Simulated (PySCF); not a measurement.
Breaking a bond: AlN, triplet.

Levels: ROKS-B3LYP = restricted open-shell B3LYP/cc-pVTZ (PySCF 2.14.0); UKS-LDA (SVWN5) = unrestricted LDA (SVWN5)/cc-pVTZ (PySCF); UKS-CAM-B3LYP = PySCF with unrestricted CAM-B3LYP/cc-pVTZ.

Magnitude of the dipole moment (D; its direction can reverse along the curve, and a method can change to another solution) and Mulliken charge of the fragment that holds Al1:

```tsv
R / Å	μ ROKS-B3LYP	q ROKS-B3LYP	μ UKS-LDA (SVWN5)	q UKS-LDA (SVWN5)	μ UKS-CAM-B3LYP	q UKS-CAM-B3LYP
1.42	2.18	0.31	2.19	0.26	2.21	0.30
1.51	2.34	0.29	2.37	0.23	2.34	0.27
1.60	2.45	0.28	2.52	0.22	2.40	0.26
1.67	2.51	0.28	2.61	0.22	2.44	0.26
1.76	2.60	0.29	2.73	0.23	2.52	0.27
1.79	2.63	0.29	2.76	0.24	2.51	0.27
1.86	2.73	0.31	2.85	0.25	1.77	0.25
1.91	2.81	0.32	2.92	0.27	1.39	0.27
1.98	2.96	0.34	3.01	0.28	1.67	0.30
2.07	3.18	0.36	1.92	0.29	2.03	0.34
2.23	3.66	0.39	2.24	0.33	2.66	0.40
2.39	4.20	0.41	2.74	0.36	3.26	0.42
```

The scan ran from 1.42 to 7.20 Å; beyond the distances shown one of the unrestricted levels run for this scan, shown here or not, changes its spin distribution in one step.
